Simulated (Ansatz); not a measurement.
# Two structures, one formula

The two ends of one reaction step of HfAlHCl4F2, closed shell (PBE0-D4/def2-TZVP).

A:

Al1  (-0.865, -1.572, 0.813)
H2  (-1.868, -1.461, 2.002)
F3  (-1.055, -0.196, -0.349)
F4  (-0.678, -2.924, -0.102)
Hf5  (0.565, 1.131, -0.582)
Cl6  (1.168, -0.700, 1.237)
Cl7  (-0.650, 2.151, -2.281)
Cl8  (0.820, 2.859, 0.931)
Cl9  (2.564, 0.713, -1.668)
(Å)

B:

Al1  (-0.564, -1.535, 0.532)
H2  (-1.162, -0.037, 0.840)
F3  (-0.244, -1.031, -1.113)
F4  (-1.341, -2.928, 0.859)
Hf5  (0.328, 0.990, -0.390)
Cl6  (1.443, -1.064, 1.189)
Cl7  (-1.345, 2.001, -1.632)
Cl8  (0.621, 2.459, 1.381)
Cl9  (2.263, 1.145, -1.664)
(Å)

Program: Ansatz 0.2.0. Basis: def2-TZVPP. Cores are frozen in the correlated methods. Core potentials replace the inner electrons of the atoms past krypton. B3LYP uses VWN-RPA correlation.

**Question.** Which structure is lower at CCSD(T), and by how much? (An estimate is asked for; the value comes from the calculation.)

**Answer.** By the calculation: A, by 16.1 kJ/mol (electronic energy, against the other). By their contacts, A is HfAlHCl₄F₂ ([F][AlH]1[F][Hf]([Cl])([Cl])([Cl])[Cl]1) and B is HfAlHCl₄F₂ ([F][Al]123[H][Hf]1([Cl])([Cl])([Cl])([F]2)[Cl]3).

All methods give the same order:

```csv
method,E(B) − E(A) (kJ/mol)
SPW92,11.7
PBE-D4,20.2
BLYP-D4,31.2
r2SCAN-D4,17.8
B97M-V,18.0
PBE0-D4,19.7
B3LYP-D4,29.6
r2SCAN0-D4,18.3
BHLYP-D4,30.6
CAM-B3LYP-D4,28.4
wB97X-V,21.7
wB97M-V,20.5
B2PLYP,24.7
PBE-QIDH,16.2
RPA on PBE,15.7
HF,37.2
MP2,14.5
CCSD,18.7
CCSD(T),16.1
```

No T1 diagnostic of these runs exceeds 0.014.

Labels in which every atom is bracketed show which atoms are joined, not bond orders.

For scale, one of the runs: CCSD(T)/def2-TZVPP, 342 basis functions, launched by `ansatz run in.yaml --threads 4 --pin off --events-out ev --progress --plain --max-ram 63488MiB --backend cuda --devices 0, --max-vram 37GiB`. Time: 8 s of wall clock on 4 CPU threads of an AMD EPYC 7R13 and a share of one NVIDIA H100; the host was shared. Peak host memory: 0.88 GiB.
